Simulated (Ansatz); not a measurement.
This geometry of C2H5Si2 (9 atoms, charge 1, multiplicity 1) is a first-order saddle point.

Level of theory: RKS PBE/def2-SVP (Ansatz).

```xyz
9
Properties=species:S:1:pos:R:3
Si -0.671 1.872 -1.637
C -0.150 0.492 -0.340
C 1.051 -0.098 -0.077
Si 0.200 -1.457 0.737
H -0.826 2.872 -0.473
H -1.090 0.157 0.212
H 2.032 0.134 -0.514
H -0.127 -2.726 0.019
H -0.421 -1.245 2.076
```

Task: Which two structures does it join? (They come from a converged band through this point; their orientation in space is the band's.)

Result: No bond is made or broken. The dihedral C2–C3–Si4–H9 goes from -171 to 6°. The two ends are copies of one structure, up to a mirror image or an exchange of like atoms.

First end point:

```xyz
9
Properties=species:S:1:pos:R:3
Si -0.003 1.907 -1.973
C -0.214 0.484 -0.780
C 0.613 -0.011 0.223
Si 0.181 -1.479 1.152
H -0.924 2.850 -1.183
H -1.106 -0.132 -1.054
H 1.530 0.536 0.508
H -1.030 -2.254 0.753
H 0.953 -1.901 2.354
```

Last end point:

```xyz
9
Properties=species:S:1:pos:R:3
Si -0.004 1.915 -1.964
C -0.209 0.489 -0.775
C 0.622 -0.016 0.220
Si 0.180 -1.483 1.145
H -0.933 2.851 -1.176
H -1.107 -0.122 -1.045
H 1.545 0.524 0.502
H 0.948 -1.918 2.347
H -1.043 -2.240 0.746
```

Task: How far does it lie above each of them?

Result: 0.51 eV above the first and 0.51 eV above the second. This is the barrier of this one path; another mechanism may lie lower.

Run time: 5.1 min on 1 thread of Intel(R) Xeon(R) Processor @ 2.70GHz (shared host), peak memory 0.13 GiB.
